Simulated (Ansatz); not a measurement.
Reactions of `[CH3][V](=[NH])([F])[F]`.

Program: Ansatz. Geometries: PBE0-D4/def2-TZVP. ΔE: electronic, gas phase. CBS: MP2 limit from def2 TZ/QZ plus the TZ coupled-cluster correction, frozen cores. This one scheme is used for every species. Functionals use def2-TZVPP. For V outer-core shells are correlated without core-valence functions, which leaves a few kJ/mol of doubt a bond. Scalar relativity is left out up to krypton. Each species was taken in one conformer, which may not be the lowest.

| reaction | r2SCAN-D4 (kJ/mol) | ωB97X-V (kJ/mol) | CCSD/CBS(def2) (kJ/mol) | CCSD(T)/CBS(def2) (kJ/mol) |
| --- | --- | --- | --- | --- |
| `[CH3][V](=[NH])([F])[F]` + `CS[Si]N` → `[NH]=[V]([NH2])([F])[F]` + `C[Si]SC` | 8 | 18 | 27 | 15 |
| `[CH3][V](=[NH])([F])[F]` + `C/C(Cl)=C/F` → `[NH]=[V]([F])([F])[Cl]` + `CC(C)=CF` | -170 | -159 | -152 | -158 |
| `[CH3][V](=[NH])([F])[F]` + `CC(C)Cl` → `[CH3][V](=[NH])([F])[Cl]` + `CC(C)F` | 16 | 19 | 15 | 15 |
| `[CH3][V](=[NH])([F])[F]` + `[CH3][Al]([OH])[F]` → `[CH3][V](=[NH])([OH])[F]` + `[CH3][Al]([F])[F]` | 2 | 2 | -5 | -7 |

Largest T1 diagnostic: 0.031, for `[CH3][V](=[NH])([OH])[F]`, so its coupled-cluster energy is less sure.
